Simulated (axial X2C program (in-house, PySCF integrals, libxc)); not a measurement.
## Spin–orbit splitting of π states down a group (EOM-EA-CCSD)

Calculated with an in-house all-electron X2C program for linear molecules (integrals from PySCF): two-component X2C with atomic mean-field Coulomb and Gaunt terms, Dyall basis sets with cores contracted in-house.

The first pair of π-type roots with Ω = 1/2 and 3/2, reached by adding an electron to a closed-shell reference; vertical energies, inner shells frozen. Splitting means E(3/2) − E(1/2).

Basis sets: Al dyall-av3z, B dyall-av3z, Br dyall-acv3z, Ga dyall-acv3z. Correlated electrons in EOM-CCSD (inner shells frozen, about 90 virtual spinors): BBr²⁺ 8, AlBr²⁺ 8, GaBr²⁺ 18.

```csv
species,reference,R (Å),main character,"spinor gap ε(3/2) − ε(1/2), HF (cm⁻¹)"
BBr⁺,BBr²⁺,1.749,"61% B pπ, 15% Br pπ",-110
AlBr⁺,AlBr²⁺,2.187,"75% Al pπ, 10% Br dπ",210
GaBr⁺,GaBr²⁺,2.266,"78% Ga pπ, 11% Br dπ",710
```

Q: Should these pairs be regular or inverted?

A: Regular: one electron outside a closed shell puts Ω = 1/2 lowest, with the sign of the spinor gap.

EOM-EA-CCSD gives:

| species | binding Ω = 1/2 (eV) | binding Ω = 3/2 (eV) | splitting (cm⁻¹) | lowest root? |
| --- | --- | --- | --- | --- |
| BBr⁺ | 14.970 | 14.909 | 492 | no |
| AlBr⁺ | 12.158 | 12.128 | 239 | no |
| GaBr⁺ | 12.204 | 12.095 | 879 | no |

A negative binding energy means unbound at this level; the spinor gap is withheld where the HF spinor is unbound or of another character. A small p share on a heavy partner can supply much of the splitting, and mixing of Ω = 1/2 with σ states shifts it further.

States that need a further excitation are missing; levels can be off by some tenths of an eV, splittings by less.
